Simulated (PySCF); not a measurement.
**[Er(H2O)3]3+ relaxed at several levels**

Computed with PySCF 2.14.0, def2-SVP on the ligands, density fitting, scalar-relativistic core potentials, no spin-orbit coupling, vacuum. Each row is relaxed at its own level from the same template. Distances are means of the shortest metal–ligand contacts, charges and spins Mulliken's; removal energies are rigid, with the ligand's formal charge and no counterpoise, so too large; for an anion taken off a cation in vacuum most of it is the attraction of opposite charges, and multiply charged cations can part far more cheaply with an electron moved from ligand to metal. lcecp potentials hold a fixed number of 4f electrons in the core, out of states, spins and gaps.

| level | basis on the metal | point group | M–H2O (Å) | charge on M (e) | removal of one H2O (eV) | strongest infrared band, degenerate modes summed (cm⁻¹) | unstable modes (below −25 cm⁻¹) |
| --- | --- | --- | --- | --- | --- | --- | --- |
| PBE0 | lcecp-1-SVP with ECP57 | D3 | 2.220 | 1.94 | 3.97 | 3556 | 0 (lowest -20 cm⁻¹, within noise) |
| r2SCAN | lcecp-1-SVP with ECP57 | D3 | 2.231 | 1.94 | 3.96 | – | not given |

Q: What does the calculation give for TPSS, lcecp-1-SVP with ECP57?

A: point group: D3, M–H2O (Å): 2.229, charge on M (e): 1.87, removal of one H2O (eV): 3.96, unstable modes (below −25 cm⁻¹): not given.
```xyz
10

Er    0.0000    0.0000    0.0000
O     2.2288    0.0000    0.0000
H     2.8512    0.7552    0.2002
H     2.8512   -0.7552   -0.2002
O    -1.1144    1.9302    0.0000
H    -2.0796    2.0916    0.2002
H    -0.7716    2.8468   -0.2002
O    -1.1144   -1.9302    0.0000
H    -0.7716   -2.8468    0.2002
H    -2.0796   -2.0916   -0.2002
```

Members with unstable modes aren't minima as they stand: saddle points kept by symmetry or, where the modes are soft, flat surfaces and noise. Moved off a saddle point of the template and relaxed again: PBE0, TPSS, r2SCAN. One start shape was tried for each, so a minimum needn't be the lowest isomer.
